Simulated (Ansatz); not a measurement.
Cost and result for the atomization energy of C3H5BSeZn (`BC#[C][Zn][CH2][SeH]`) (11 atoms, 10 bonds).

```xyz
11

B     1.7188    3.3086    0.5705
C     1.0513    1.9718    0.4809
C     0.5035    0.8810    0.4058
Zn   -0.3293   -0.8027    0.3059
C    -1.2163   -2.5037    0.1070
Se   -2.1211   -2.4582   -1.6413
H     2.7809    3.4825    0.0522
H     1.1907    4.2029    1.1608
H    -0.5995   -3.3977    0.1747
H    -2.0349   -2.6009    0.8228
H    -0.9441   -2.0836   -2.4392
```

Total charge 0; spin multiplicity 1. For Zn the d shell is correlated and the shells below it are frozen. Correlated methods include outer-core shells of Se, which these sets cover unevenly. Scalar relativity is left out up to krypton. The geometry is a stationary point of PBE0-D4/def2-TZVP. It is one conformer, not always the lowest. Program: Ansatz. All runs use 2 threads of an AMD EPYC 7R13 on a shared host and a share of an NVIDIA H100 80 GB. Times are those of one run each, without the atoms' runs, and a repeat can differ threefold. Electronic energies, without spin–orbit coupling; frozen cores. CCSD(T)/CBS adds CCSD(T) − MP2 in def2-TZVPP to the MP2 limit, and its time is that of the two runs behind it. T1 = 0.014. With those shells the extrapolation isn't a true limit. HSE06 is the plane-wave form, built on full-range PBE exchange.

CCSD(T)/CBS is a level of theory with its own doubt, some kJ/mol a heavy atom from the limit and from the frozen cores, so smaller differences don't rank the functionals.

| level | functions | wall time | atomization (kJ/mol) | difference from CCSD(T)/CBS | per bond |
| --- | --- | --- | --- | --- | --- |
| r2SCAN-D4/def2-TZVPP (with forces) | 306 | 7.5 s | 3945.5 | 55.9 | 5.6 |
| HSE06-D4/def2-TZVPP | 306 | 8 s | 3940.0 | 50.4 | 5.0 |
| CCSD(T)/def2-SVP | 144 | 8 s | 3703.1 | -186.5 | -18.6 |
| B97M-V/def2-TZVPP | 306 | 8.5 s | 3907.3 | 17.7 | 1.8 |
| revPBE-D4/def2-TZVPP | 306 | 9 s | 3902.1 | 12.5 | 1.3 |
| BLYP-D4/def2-TZVPP | 306 | 9 s | 3888.4 | -1.2 | -0.1 |
| ωB97X-V/def2-TZVPP | 306 | 9 s | 3909.2 | 19.6 | 2.0 |
| PBE-QIDH/def2-TZVPP | 306 | 10 s | 3914.8 | 25.2 | 2.5 |
| B2PLYP/def2-TZVPP | 306 | 12 s | 3868.4 | -21.2 | -2.1 |
| MP2/def2-QZVPP | 567 | 12 s | 3960.0 | 70.4 | 7.0 |
| CCSD(T)/def2-TZVPP | 306 | 13 s | 3798.2 | -91.4 | -9.1 |
| ωB97M-V/def2-TZVPP (with forces) | 306 | 14 s | 3905.4 | 15.8 | 1.6 |
| CCSD(T)/CBS(def2) | – | 25 s | 3889.6 | 0.0 | 0.0 |

From r2SCAN to r2SCAN0 (25 % exact exchange), in def2-TZVPP and without D4, the atomization energy moves by −72.0 kJ/mol: exact exchange takes away binding that semilocal exchange gives to molecules. The D4 term adds +38.1 kJ/mol with B3LYP and +20.0 kJ/mol with PBE0; it sums over pairs of atoms, weighted by their polarisabilities, and B3LYP, whose exchange is more repulsive, gets the larger term. At CCSD(T), def2-SVP lies −186.5 kJ/mol from the extrapolated value and def2-TZVPP −91.3 kJ/mol: correlation converges slowly with the basis, and small sets miss more of it in the bonded molecule than in its fragments.

B3LYP here is the variant with VWN-RPA as its local correlation; programs differ in this.
